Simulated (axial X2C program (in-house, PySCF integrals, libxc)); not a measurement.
**Potential curves of SnC⁻, spin-free**

Computed with an in-house all-electron X2C program for linear molecules (integrals from PySCF). Spin-free means the one-electron spin-free X2C Hamiltonian. Basis: Sn dyall-acv3z [12s13p10d5f1g], C dyall-av3z [8s7p3d2f] (cores contracted in-house); Gaussian nuclei, density fitting, unrestricted open shells. Masses: Sn 119.902 u, C 12.000 u.

State: M_S = 1/2, Λ = 0 (beyond evenly filled blocks: σα). Energies in eV from the fragments at the same level (Sn + C-). Fits are polynomials in 1 − R0/R over 0.85 to 1.23 times the lowest point R0.

```tsv
R (Å)	PBE0
1.7156	-2.7143
1.7945	-3.2598
1.8537	-3.4825
1.9128	-3.5888
1.9720	-3.6115
2.0410	-3.5652
2.1100	-3.4680
2.1988	-3.2994
2.3072	-3.0628
2.4650	-2.7104
```

The state is a single determinant with fixed occupations, the lowest that a limited PBE0 search found. De is counted from the lowest determinant-based energies of the atoms at the same level, without counterpoise correction. PBE0 can misorder states that lie within some tenths of an eV, so this need not be the ground state of the molecule. The nearest other spin-free determinant of the search, M_S = 1/2, Λ = 1, lies 0.31 eV up at the distance of the search. The determinant is spin-polarised beyond a pure state at some levels (its spin-free form has ⟨S²⟩ too high), which makes Re and μ there less reliable. Spin-free De lacks the spin–orbit lowering of the heavy p-block atom, a tenth of an eV or more for 4p and 5p, up to an eV for 6p and one to two eV for 7p atoms, less what an open-shell molecule gains itself.

Question: Fit the PBE0 curve near its minimum: give the equilibrium distance, the harmonic wavenumber and the well depth.

Answer: At PBE0, spin-free: Re = 1.962 Å, ωe ≈ 664 cm⁻¹, De = 3.61 eV to Sn + C-; Be follows as 0.402 cm⁻¹.
